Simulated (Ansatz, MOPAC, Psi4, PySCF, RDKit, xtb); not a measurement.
Complex: GeH4 (SMILES [GeH4]) (first 5 atoms) with C2H6O (SMILES COC); geometry from B3LYP-D3(BJ)/def2-TZVP, rigid monomers moved along the line of their centres of mass till Ge1···O7 is 2.83 Å.
(charge 0, multiplicity 1):
```xyz
14

Ge     0.27548     0.00491     0.66784
H     -0.18959    -1.42929     0.94693
H     -0.71871     1.01108     1.26635
H      0.31994     0.22170    -0.85823
H      1.67846     0.24257     1.23904
C      0.53576     0.89252     4.03170
O      0.14954    -0.34653     3.47782
C     -1.19488    -0.67015     3.75884
H      0.44538     0.88512     5.12524
H     -0.07496     1.71399     3.63555
H      1.57652     1.05998     3.75995
H     -1.36713    -0.75147     4.83948
H     -1.40310    -1.63042     3.29016
H     -1.88016     0.08400     3.35093
```

```tsv
level	interaction energy (kcal/mol)	cost
UFF	3.84	-
GFN-FF	-0.21	-
PM3	6.03	-
GFN1-xTB	-8.65	-
GFN2-xTB	-6.32	-
HF/6-31G* (no counterpoise)	1.73	-
PBE/def2-TZVPPD	0.55	×1
PBE-D3(BJ)/def2-TZVPPD	-1.62	×1
PBE-D4/def2-TZVPPD	-1.72	×1
B3LYP/def2-TZVPPD	1.96	×1
B3LYP-D3(BJ)/def2-TZVPPD	-1.76	×1
PBE0-D3(BJ)/def2-TZVPPD	-1.78	×1
wB97M-V/def2-TZVPPD	-2.35	×4
SAPT0/aug-cc-pVDZ	-2.65	-
```

The rows run from -8.65 (GFN1-xTB) to 6.03 kcal/mol (PM3). The dispersion term adds -2.17 in PBE-D3(BJ), -2.27 in PBE-D4, -3.72 in B3LYP-D3(BJ). The 3 functionals in def2-TZVPPD without D3 or D4 span 4.30, from wB97M-V to B3LYP.

Counterpoise-corrected where a basis set is named; no monomer relaxation. Rows marked so take none. RDKit's UFF carries no charges.

Correlated levels freeze the cores. Filled d and f shells under p-block atoms count as core. Rows in 6-31G* carry no dispersion term and start afresh at each structure (6-31G* with six Cartesian d functions); the Pople sets are all-electron and without relativity. The state reached by PM3 isn't checked.

Programs: Ansatz (a first-principles code) with Gaussian orbitals; MOPAC for PM3 (differences of heats of formation); Psi4 for SAPT; PySCF for 6-31G* rows, the dispersion terms; RDKit for the force fields; xtb for the GFN methods. Each number belongs to the level named beside it.

Costs are rough ratios of core time to PBE/def2-TZVPPD (about 24 s over the structures, on one shared machine); a dash marks a level with no comparable run of its own.
